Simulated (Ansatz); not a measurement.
Two members of one family (Oligo(phenylene ethynylene)), computed with Ansatz in the gas phase. The two geometries come from different levels. Binding counts from free atoms in the multiplicity of their measured ground term, without zero-point energy. The structures are stationary points that may keep the symmetry of their start.

First: C#Cc1ccc(C#Cc2ccc(C#Cc3ccc(C#Cc4ccccc4)cc3)cc2)cc1 (singlet, charge 0, PBE-D4/def2-SVP geometry).

Cartesian coordinates in Å:
```
C 1.429 -11.059 8.233
C 1.302 -10.081 7.504
C 1.155 -8.941 6.658
C 0.313 -8.992 5.517
C 0.169 -7.879 4.689
C 0.860 -6.673 4.969
C 0.713 -5.534 4.122
C 0.585 -4.552 3.390
C 0.438 -3.414 2.542
C -0.570 -2.449 2.794
C -0.714 -1.336 1.966
C 0.145 -1.144 0.853
C -0.001 -0.006 0.005
C -0.127 0.977 -0.727
C -0.274 2.114 -1.573
C -1.134 2.073 -2.701
C -1.276 3.186 -3.530
C -0.566 4.385 -3.264
C -0.712 5.522 -4.111
C -0.839 6.505 -4.843
C -0.986 7.644 -5.692
C -1.978 8.622 -5.424
C -2.116 9.735 -6.259
C -1.274 9.897 -7.372
C -0.288 8.935 -7.646
C -0.140 7.818 -6.817
C 0.295 4.425 -2.136
C 0.438 3.313 -1.308
C 1.153 -2.111 0.601
C 1.296 -3.224 1.428
C 1.702 -6.623 6.110
C 1.846 -7.736 6.938
H 1.540 -11.922 8.875
H -0.228 -9.922 5.292
H -0.486 -7.927 3.807
H -1.240 -2.588 3.655
H -1.497 -0.592 2.169
H -1.690 1.149 -2.915
H -1.946 3.145 -4.401
H -2.634 8.491 -4.552
H -2.889 10.488 -6.040
H -1.385 10.775 -8.027
H 0.376 9.058 -8.517
H 0.630 7.061 -7.028
H 0.849 5.350 -1.922
H 1.107 3.354 -0.435
H 1.823 -1.971 -0.260
H 2.081 -3.968 1.226
H 2.243 -5.692 6.335
H 2.501 -7.688 7.821
```

| level | HOMO (eV) | LUMO (eV) | gap (eV) | binding per atom (eV) |
| --- | --- | --- | --- | --- |
| PBE-D4/def2-SVP | -5.52 | -2.38 | 3.14 | 5.79 |
| PBE0-D4/def2-SVP | -6.48 | -1.67 | 4.80 | 5.66 |

Second: C#Cc1ccc(C#Cc2ccc(C#Cc3ccc(C#Cc4ccc(C#Cc5ccccc5)cc4)cc3)cc2)cc1 (singlet, charge 0, r2SCAN-D4/def2-SVP geometry).

```xyz
62

C    -4.523   13.532    9.691
C    -4.203   12.579    9.002
C    -3.829   11.466    8.198
C    -2.478   11.256    7.840
C    -2.114   10.170    7.056
C    -3.086    9.251    6.596
C    -2.714    8.142    5.795
C    -2.393    7.182    5.104
C    -2.021    6.073    4.305
C    -0.668    5.857    3.949
C    -0.305    4.770    3.168
C    -1.278    3.850    2.709
C    -0.906    2.740    1.912
C    -0.585    1.777    1.224
C    -0.213    0.664    0.431
C    -1.171   -0.311    0.060
C    -0.807   -1.403   -0.714
C     0.529   -1.567   -1.154
C     0.901   -2.682   -1.944
C     1.222   -3.649   -2.627
C     1.593   -4.766   -3.414
C     0.672   -5.811   -3.669
C     1.036   -6.907   -4.438
C     2.336   -7.004   -4.989
C     2.707   -8.125   -5.775
C     3.028   -9.092   -6.454
C     3.400  -10.215   -7.241
C     4.653  -10.252   -7.896
C     5.012  -11.356   -8.666
C     4.137  -12.440   -8.799
C     2.896  -12.415   -8.155
C     2.525  -11.316   -7.382
C     3.256   -5.959   -4.737
C     2.893   -4.865   -3.965
C     1.486   -0.590   -0.785
C     1.122    0.501   -0.008
C    -2.631    4.066    3.064
C    -2.994    5.154    3.845
C    -4.439    9.463    6.955
C    -4.801   10.549    7.740
H    -4.804   14.373   10.298
H    -1.720   11.961    8.190
H    -1.066   10.016    6.784
H     0.091    6.560    4.300
H     0.743    4.612    2.899
H    -2.205   -0.194    0.392
H    -1.553   -2.151   -0.995
H    -0.335   -5.745   -3.249
H     0.317   -7.708   -4.626
H     5.333   -9.403   -7.790
H     5.984  -11.370   -9.168
H     4.424  -13.305   -9.405
H     2.208  -13.260   -8.255
H     1.555  -11.293   -6.878
H     4.263   -6.025   -5.158
H     3.612   -4.064   -3.776
H     2.520   -0.707   -1.118
H     1.869    1.247    0.273
H    -3.390    3.363    2.714
H    -4.043    5.312    4.114
H    -5.197    8.759    6.606
H    -5.849   10.704    8.013
```

Question: What does the change do? Estimate second minus first.

Answer: 
| level | Δ HOMO (eV) | Δ LUMO (eV) | Δ gap (eV) | Δ binding per atom (eV) |
| --- | --- | --- | --- | --- |
| PBE-D4/def2-SVP | 0.53 | -0.66 | -1.19 | 0.03 |
| PBE0-D4/def2-SVP | 0.70 | -0.80 | -1.50 | 0.03 |
